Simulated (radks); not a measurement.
The numbers below are computed, except where a source is named.
Task: All-electron atom: the silver ion Ag+ in [Kr] 4d10. Code: a radial shooting solver on a logarithmic mesh with Libxc functionals. Model: scalar-relativistic Kohn-Sham, PBEsol, spin-polarised, spherical densities, finite nucleus; Fermi nuclear charge, rms radius 4.5454 fm. Some entries of the table are withheld. Estimate them.

| orbital | occ. | eigenvalue (hartree) | <1/r> (bohr^-1) |
|---|---|---|---|
| 1s | 2 | -930.6112 | 49.41 |
| 2s | 2 | -137.2816 | 11.22 |
| 2p | 6 | -123.1957 | 10.84 |
| 3s | 2 | -25.40168 | 3.942 |
| 3p | 6 | (1) | 3.756 |
| 3d | 10 | -13.47182 | 3.530 |
| 4s | 2 | (2) | 1.513 |
| 4p | 6 | -2.45352 | 1.357 |
| 4d | 10 | (3) | 0.9804 |
| 5s | 0 | -0.41279 | 0.4544 |
| 5p | 0 | -0.22670 | 0.3391 |

Result: 
(1) 3p eigenvalue (hartree): -20.77515
(2) 4s eigenvalue (hartree): -3.79176
(3) 4d eigenvalue (hartree): -0.57487
